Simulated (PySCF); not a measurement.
# AsH₄⁺ + F₂ → AsH₂⁺ + 2 HF

Level: PBE0 in the def2-TZVP basis family, all electrons, no relativity, computed in PySCF with density fitting; open shells unrestricted.

| species | state and structure | E (Eh) | ZPE (kJ/mol) | H(298 K) − H(0) (kJ/mol) | S° (J/(mol K)) |
| --- | --- | --- | --- | --- | --- |
| AsH₄⁺ | singlet, Td, As–H 1.490 Å (×4) | -2237.68136 | 84.9 | 10.6 | 216.2 |
| F₂ | singlet, D∞h, F–F 1.376 Å | -199.40856 | 6.6 | 8.7 | 201.9 |
| AsH₂⁺ | singlet, C2v, As–H 1.530 Å (×2); H–As–H 91.0° | -2236.41149 | 32.7 | 10.0 | 219.6 |
| HF | singlet, C∞v, H–F 0.920 Å | -100.39188 | 24.9 | 8.7 | 173.6 |

What is the electronic reaction energy?

At PBE0/def2-TZVP, ΔE = -276.5 kJ/mol from the differences of the total energies times 2625.5, downhill. 

Add zero-point, thermal and entropy terms for 298.15 K and 1 bar.

ΔZPE = -9.0 and Δ[H(298) − H(0)] = 8.1 kJ/mol give ΔH° = -277.4 kJ/mol. ΔS° = 148.7 J/(mol K), so ΔG° = -277.4 − 298.15 × (0.1487) = -322 kJ/mol.

Each species is the lowest minimum found with this bonding; other isomers or fragments can lie lower.
